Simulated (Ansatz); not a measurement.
The same path of CH$_{5}$BrGaN (9 atoms, charge 0, multiplicity 1) was run twice with different band settings. The coordinate that changes most is the dihedral N1–Ga2–C3–Br4.

Level of theory: Ansatz, RKS B3LYP/def2-SVP.

Relaxed end points:

```xyz
9
Properties=species:S:1:pos:R:3
N -0.403 1.592 -0.816
Ga 0.635 0.140 -0.466
C 0.070 -1.034 1.038
Br -0.784 -2.609 0.173
H -0.264 2.206 -1.612
H -1.251 1.829 -0.312
H 1.884 -0.128 -1.364
H 0.893 -1.437 1.642
H -0.692 -0.604 1.701
```

```xyz
9
Properties=species:S:1:pos:R:3
N 0.391 1.780 -0.238
Ga 0.229 0.044 -0.760
C -0.655 -1.205 0.511
Br 0.832 -2.236 1.340
H 0.901 2.481 -0.765
H 0.080 2.144 0.657
H 0.807 -0.382 -2.147
H -1.187 -0.722 1.341
H -1.309 -1.952 0.044
```

Common settings: climbing image yes; spring 5.0 eV/Å²; optimiser quadratic models (default); start path IDPP; force threshold 0.03 eV/Å; iteration limit 60; end points relaxed.

| run | movable images |
| --- | --- |
| 1 | 7 |
| 2 | 3 |

What does each run give, and how far can it be trusted?

Run 1: converged after 5 iterations, highest image 0.050 eV above the first end. A vibrational analysis at the climbing image gives no mode beyond 40i cm⁻¹: the surface is too flat there to confirm a saddle point.
Run 2: converged after 6 iterations, highest image 0.050 eV above the first end. Another band between the same ends (7 images) ends at a top of the same energy, where a vibrational analysis finds no clearly imaginary modes. So few images can step over the top or miss a turn of the path.
